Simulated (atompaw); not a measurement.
# Rh (Z = 45): one change to a PAW (atompaw) potential, before and after

- Element: rhodium (Rh)
- Generator: atompaw 4.2.0.5
- Type: PAW
- Functional: PBE
- Relativity: non-relativistic
- Frozen core: [Kr]
- Valence charge: 9
- Reference configuration: 4d9 5s0 5p0
- Partial waves: 5s (bound, empty); 5s channel at 2.8 Ry; 5p (bound, empty); 5p channel at 0.65 Ry; 4d (bound); 4d channel at 3.25 Ry
- Local potential: troulliermartins scheme with l = 3 at 1 Ry, radius 2.90 bohr
- Core correction: smooth core density matched at 1.80 bohr
- Augmentation charge: besselshape compensation charge, radius 2.65 bohr; PAW radius 3.00 bohr; waves and projectors: bloechl

Change: wave 4d channel at 3.25 Ry becomes 4d channel at -0.18 Ry.

Cutoffs: the cutoffs (Ry, on a coarse ladder) from which the occupation-weighted sum of valence levels, in a spherical-Bessel basis at the reference potential, stays within 10 and 1 mRy of its value at 400 Ry; they do not see the model core or the augmentation charge, which bear on the density cutoff.

Problem. What does the change do?

Solution. The potential gets softer (25 Ry and 30 Ry → 21 Ry and 30 Ry); both files keep a bound ghost (p); the range in which the d phases agree narrows (upper end at the end of the scan → 0.7).

```csv
quantity,base,changed
"cutoff, loose",25 Ry,21 Ry
"cutoff, tight",30 Ry,30 Ry
bound ghosts,p,p
s: phases at 3.01 bohr within 0.05 rad from the reference energy up to (Ry; the scan ends near 5),1.5,1.5
p: phases at 3.01 bohr within 0.05 rad from the reference energy up to (Ry; the scan ends near 5),3.6,3.6
d: phases at 3.01 bohr within 0.05 rad from the reference energy up to (Ry; the scan ends near 5),to the end of the scan,0.7
lowest overlap eigenvalue by channel,"s 0.40, p 0.00, d 1.00","s 0.40, p 0.00, d 0.01"
```

 A true bound ghost makes a file unfit for plane-wave use even where its test errors are small: the radial tests pick states by their node count and pass the ghost by. The cutoffs see the waves, projectors and local potential, not the compensation charge or the core.
